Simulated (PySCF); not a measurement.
## A search over the determinants of CsK

Unrestricted PBE0; PySCF, scalar-relativistic core potentials, basis sets Cs def2-SVP with ECP46, K def2-SVP. Outer shells of the fragments: Cs 6s1; K 4s1.

Followed along the bond (rough minima from three points):

| 2Ms+1 | unpaired | ⟨S²⟩ at the start | R at minimum (Å) | Te (eV) |
| --- | --- | --- | --- | --- |
| 1 | none | 0.00 | 4.39 | 0.00 |
| 3 | σ ↑, π ↑ | 2.00 | 4.25 | 1.07 |
| 1 | σ ↑, π ↓ | 1.00 | 4.45 | 1.35 |
| 3 | σ ↑↑ | 2.00 | none in the scan | ≤ 0.43 |

Solutions found at the starting distance of 4.150 Å, counted from the lowest of them; the search is not exhaustive and high or unbound solutions are not listed, so other states can lie among these:

```csv
2Ms+1,unpaired,term,E (eV),⟨S²⟩,⟨Lz²⟩,μ (D)
1,none,¹Σ⁺,0.00,0.00,0.00,-1.76
3,σ ↑↑,³Σ⁺,0.65,2.00,0.00,-0.45
3,"σ ↑, π ↑",³Π,1.06,2.00,1.01,-1.96
1,"σ ↑, π ↓",mixed,1.35,1.00,1.01,-0.43
3,"σ ↑, δ ↑",³Δ,2.20,2.00,4.00,3.78
1,"σ ↑, δ ↓",mixed,2.24,1.00,4.00,3.17
```

A term symbol is given only where ⟨S²⟩ and ⟨Lz²⟩ are close to those of a pure state; real π, δ and φ orbitals otherwise mix terms. A positive dipole means Cs(−)K(+).

Spin–orbit coupling is left out. Counting both spins, an empty level lies below a filled one in some of these solutions, because spin and occupation are held.
